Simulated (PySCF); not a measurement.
**A small calculation by hand: chemical shift, span and skew from a shielding tensor**

C4H9NSi, SMILES C=C1[SiH2]N[C@H]1C. Atoms are numbered in the order given.

```xyz
15

C     -0.6955     1.4969     1.4119
C     -0.4329     0.4870     0.5864
Si    -1.2404    -0.6011    -0.7160
N      0.4099    -1.1291    -0.7185
C      0.8902    -0.2568     0.3580
C      2.0627     0.6288    -0.0301
H      0.0722     1.9214     2.0708
H     -1.6907     1.9478     1.4706
H     -1.7715     0.0264    -1.9696
H     -2.2899    -1.5710    -0.2577
H      0.9776    -1.8719    -1.0986
H      1.1597    -0.8293     1.2707
H      2.3430     1.2978     0.7986
H      2.9454     0.0190    -0.2816
H      1.8042     1.2422    -0.9065
```
Charge 0, spin multiplicity 1.

Coordinates come from a PBE0-D3(BJ)/def2-SVP optimisation. The structure was generated by enumeration; whether it is a known compound was not checked.

GIAO shieldings from PBE0/pcSseg-1 (PySCF), non-relativistic, no solvent. The symmetric part of the tensor of Si3 has the principal values 323.1, 347.4, 457.8 ppm. The same nucleus in TMS has σ = 352.7 ppm at this level (PySCF, at its B3LYP-D3(BJ)/def2-TZVP geometry).

**Question.** Work out the isotropic shielding, the ²⁹Si shift against TMS, the span and the skew.

**Answer.** 
σ(iso) = (σ11 + σ22 + σ33)/3 = 376.1 ppm. δ = σ(ref) − σ(iso) = 352.7 − (376.1) = -23.4 ppm.
Span Ω = σ33 − σ11 = 134.7 ppm. Skew κ = 3(σ(iso) − σ22)/Ω = 0.64. Tumbling in solution averages the tensor to δ; in a static solid the shielding alone would spread this spin-1/2 line over Ω.
